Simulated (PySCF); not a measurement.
## Static response to an electric field

(F2In-mu-OH)2.
Geometry (PBE0-D3(BJ)/def2-SVP, Å), atoms numbered from 1 in this order:
```
atom  x, y, z in Å
In1    0.3944    1.6109    0.0068
F2     0.7166    2.6649    1.6046
F3     0.4620    2.3211   -1.8043
O4     1.3127   -0.3001    0.1407
In5   -0.3588   -1.6122    0.1535
F6    -0.5493   -2.4567   -1.5902
F7    -0.6068   -2.5751    1.8208
O8    -1.2690    0.3063    0.1935
H9     2.1422   -0.5199   -0.2978
H10   -2.1193    0.4840   -0.2233
```

Level: CAM-B3LYP/def2-SVPD (PySCF), static field, nuclei fixed, core orbitals frozen in the response. The polarisability tensor in these axes (au):

```
x   57.34  4.16  0.09
y    4.16 74.03 -0.52
z    0.09 -0.52 65.45
```

Q: Give the principal values, the mean and the anisotropy Δα = √{½[(α1 − α2)² + (α2 − α3)² + (α1 − α3)²]}.

A: Principal values 56.36, 65.43 and 75.03 au; mean 65.61 au = 9.72 Å³ = 10.82 × 10⁻⁴⁰ C²·m²/J; Δα = 16.17 au (25 % of the mean).

Q: What is the dipole moment, and where does it point?

A: (0.08, 0.05, -0.78) D, 0.79 D in size, pointing from the negative to the positive side. Measured along this direction, the outermost atoms are F7 at the negative end and F3 at the positive end.

Q: What depolarisation ratio follows for Rayleigh scattering of linearly polarised light, taking the static tensor?

A: ρ = 3Δα²/(45ᾱ² + 4Δα²) = 784.2/(193694 + 1045.7) = 0.00403.

Q: Refractivity n − 1 of an ideal gas of it at 273.15 K and 1 atm, from the electronic α?

A: N = p/kT = 2.6868 × 10¹⁹ cm⁻³, so n − 1 = 2π × N × 9.72 × 10⁻²⁴ cm³ = 1641 × 10⁻⁶ at long wavelengths.

Q: Estimate the molar refractivity from the static electronic polarisability.

A: Lorentz–Lorenz: R = (4π/3)N_A α = 2.5225 cm³/(mol·Å³) × 9.72 Å³ = 24.5 cm³/mol, in the limit of long wavelengths.

Q: Find the Langevin capture rate constant for NH4+ (18.034 u) meeting this molecule (339.807 u), k = 2.342 × 10⁻⁹ cm³/s × √(α in Å³ / reduced mass in u).

A: The reduced mass is 17.13 u, so k = 1.76 × 10⁻⁹ cm³/s. The formula leaves out the permanent dipole, which adds to the capture rate.

Q: How large is μ²/3kT at 250 K beside α?

A: In Gaussian units μ²/3kT = 5.98 Å³ against 9.72 Å³, a ratio of 0.62; the Debye molar polarisation (4π/3)N_A(α + μ²/3kT) is 39.6 cm³/mol, leaving out the vibrational part.

The structure is a single PBE0-D3(BJ)/def2-SVP conformer in the gas phase; no vibrational or solvent corrections. Atoms past krypton carry effective core potentials; spin–orbit coupling is left out.
